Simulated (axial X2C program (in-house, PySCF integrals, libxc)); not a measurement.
# Spin–orbit effects down a group: molecules with N (ions), HF

Computed with an in-house all-electron X2C program for linear molecules (integrals from PySCF), spin-free (one-electron X2C) or two-component (2c: spin–orbit coupling with atomic mean-field Coulomb and Gaunt terms, which also bring small scalar terms), in Dyall basis sets with cores contracted in-house; open shells are unrestricted.

Basis sets: Cs dyall-acv3z, K dyall-acv3z, Li dyall-av3z, N dyall-av3z, Rb dyall-acv3z.

```json
{"molecule": "LiN⁻", "spin-free state": "M_S = 3/2, Λ = 0", "Re (Å)": "1.913", "ωe (cm⁻¹)": "607.7", "De (eV)": "0.61", "2c state": "Ω = 3/2", "Re 2c (Å)": "1.913", "ωe 2c (cm⁻¹)": "607.6", "De 2c (eV)": "0.61"}
{"molecule": "KN⁻", "spin-free state": "M_S = 3/2, Λ = 0", "Re (Å)": "2.686", "ωe (cm⁻¹)": "262.9", "De (eV)": "-0.18", "2c state": "Ω = 3/2", "Re 2c (Å)": "2.686", "ωe 2c (cm⁻¹)": "262.8", "De 2c (eV)": "-0.18"}
{"molecule": "RbN⁻", "spin-free state": "M_S = 3/2, Λ = 0", "Re (Å)": "2.812", "ωe (cm⁻¹)": "231.7", "De (eV)": "-0.25", "2c state": "Ω = 3/2", "Re 2c (Å)": "2.812", "ωe 2c (cm⁻¹)": "231.6", "De 2c (eV)": "-0.25"}
{"molecule": "CsN⁻", "spin-free state": "M_S = 3/2, Λ = 0", "Re (Å)": "2.915", "ωe (cm⁻¹)": "221.0", "De (eV)": "n/a", "2c state": "Ω = 3/2", "Re 2c (Å)": "2.914", "ωe 2c (cm⁻¹)": "221.2", "De 2c (eV)": "n/a"}
```

Question: Work out the shifts from the spin-free to the two-component result.

Answer: 

| molecule | 2c state | ΔRe (Å) | Δωe (cm⁻¹) | ΔDe (eV) |
| --- | --- | --- | --- | --- |
| LiN⁻ | Ω = 3/2 | 0.000 | -0.1 | 0.00 |
| KN⁻ | Ω = 3/2 | 0.000 | -0.1 | 0.00 |
| RbN⁻ | Ω = 3/2 | 0.000 | -0.1 | 0.00 |
| CsN⁻ | Ω = 3/2 | -0.001 | 0.2 | n/a |

Shifts of one unit in the last digit are rounding.

Fragments in 2c: N + Li-, K- + N, Rb- + N, Cs- + N. Each entry is the lowest single determinant of a limited PBE0 search at one distance. De goes to single-determinant-based atoms at the same level (for ions the charge split of lowest energy) and is withheld (n/a) where an atom does not fit its ground term or J level. Main or longest-lived isotopes. One determinant is a doubtful description, or other states lie close, for LiN⁻, KN⁻, RbN⁻, CsN⁻; these need not be ground states, and all values refer to the states named. With several unpaired electrons the Ω given is that of one determinant, not necessarily of the lowest component.
